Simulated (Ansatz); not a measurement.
The cluster TiCl₃ (the lowest doublet isomer of a short search). Charge 0, multiplicity 2. Geometry PBE-D4/def2-SVP, basis def2-TZVP, Ansatz.

```tsv
atom	x (Å)	y (Å)	z (Å)
Ti1	0.000	-0.002	-0.002
Cl2	-0.183	0.499	-2.125
Cl3	-1.721	-0.797	1.093
Cl4	1.905	0.299	1.034
```

```json
{"run": "A", "HOMO (eV)": "-8.18", "LUMO (eV)": "-3.15"}
{"run": "B", "HOMO (eV)": "-7.31", "LUMO (eV)": "-3.49"}
{"run": "C", "HOMO (eV)": "-9.91", "LUMO (eV)": "-1.86"}
{"run": "D", "HOMO (eV)": "-5.46", "LUMO (eV)": "-4.73"}
{"run": "E", "HOMO (eV)": "-5.51", "LUMO (eV)": "-4.40"}
{"run": "F", "HOMO (eV)": "-6.16", "LUMO (eV)": "-4.19"}
```

B3LYP takes the VWN-RPA correlation. The structure comes from a short search, and lower isomers may exist.

HOMO and LUMO are taken over both spins.

Q: The runs used B3LYP, B97M-V, BHLYP, LDA (SPW92), PBE, r2SCAN0. Estimate which is which.

A: A r2SCAN0 (25 % exact exchange); B B3LYP (20 % exact exchange); C BHLYP (50 % exact exchange); D LDA (SPW92) (0 % exact exchange); E PBE (0 % exact exchange); F B97M-V (0 % exact exchange). Exact exchange lowers occupied and raises empty levels; among semilocal functionals meta-GGAs tend to open the gap a little, and such runs are hard to tell apart. The gap grows from 0.72 eV (LDA (SPW92)) to 8.06 eV (BHLYP).
